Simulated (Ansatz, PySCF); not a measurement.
Species: H3BPO2, charge 0, multiplicity 2. SMILES: OB([O])P
Coordinates optimised at B3LYP-D3(BJ)/def2-TZVP (Ansatz, a quantum-chemistry and plane-wave program):
```xyz
7

O     -0.4175     0.0130    -1.4947
B     -0.6808    -0.0081    -0.2495
O     -1.7609    -0.0371     0.5685
P      1.2490     0.0141     0.5081
H     -1.5539    -0.0462     1.5073
H      1.8426    -1.0169    -0.2502
H      1.8074     1.0844    -0.2221
```
Charge 0, spin multiplicity 2.

Quantity: atomisation energy, in kcal/mol. Set-up: valence correlation only; LANL2DZ with its own core potentials from Na on; no dispersion term unless named; open shells spin-unrestricted; spin-orbit terms left out; non-relativistic; 6-31G* and kin with 6d, 5d where marked; atomisation electronic, to ground-state atoms; 6-311+G** with 5d, 6d on Na to Ar in Ansatz. Ab initio and DFT rows: single points at B3LYP-D3(BJ) geometries (Ansatz).

| level | program | atomisation energy (kcal/mol) |
|---|---|---|
| B3LYP/STO-3G | Ansatz | 690.7 |
| B3LYP/6-31G | Ansatz | 550.0 |
| M06-2X/6-31G* (5d) | PySCF | 600.5 |
| M06-2X/6-311+G** | PySCF | 602.1 |
| MP2/3-21G | Ansatz | 465.7 |
| MP2/LANL2DZ | Ansatz | 455.2 |
| PBE/def2-TZVPD | Ansatz | 626.8 |
| r2SCAN-D4/def2-TZVPD | Ansatz + dftd4 | 614.9 |

No value to compare with is used here. The 6 habitual levels span 455.2 (MP2/LANL2DZ) to 690.7 kcal/mol (B3LYP/STO-3G); PBE/def2-TZVPD gives 626.8.

The levels are drawn from those run, B3LYP/6-31G* more often than the rest, none by its result; left out are runs that failed, that the program found above a lower state of the same kind, or whose <S^2> lies over 0.5 above the pure value.
